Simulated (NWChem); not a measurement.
Species: BH₂Br; SMILES BBr

```xyz
4

B      0.0000     0.0000    -1.5564
H      0.0000     1.0696    -2.1229
H      0.0000    -1.0696    -2.1229
Br     0.0000     0.0000     0.3436
```
Atoms are numbered in this order, from 1.

All runs: NWChem. Structure relaxed at the PBE-D3(BJ)/def2-SVP level.

Q: Taking B3LYP/pcseg-2 as the yardstick, which of these has the fewest basis functions while keeping “highest occupied level (eV)” within 0.05 eV of it: B3LYP/def2-SVP; B3LYP/STO-3G; B3LYP/aug-pcseg-1; B3LYP/pcseg-1?

A: B3LYP/aug-pcseg-1.
```json
[
 {"level": "B3LYP/STO-3G", "basis functions": "25", "highest occupied level (eV)": "-5.38"},
 {"level": "B3LYP/pcseg-1", "basis functions": "51", "highest occupied level (eV)": "-7.94"},
 {"level": "B3LYP/def2-SVP", "basis functions": "56", "highest occupied level (eV)": "-7.82"},
 {"level": "B3LYP/aug-pcseg-1", "basis functions": "77", "highest occupied level (eV)": "-8.02"},
 {"level": "B3LYP/pcseg-2", "basis functions": "101", "highest occupied level (eV)": "-8.00"}
]
```

The yardstick is one finite set, not the basis-set limit.
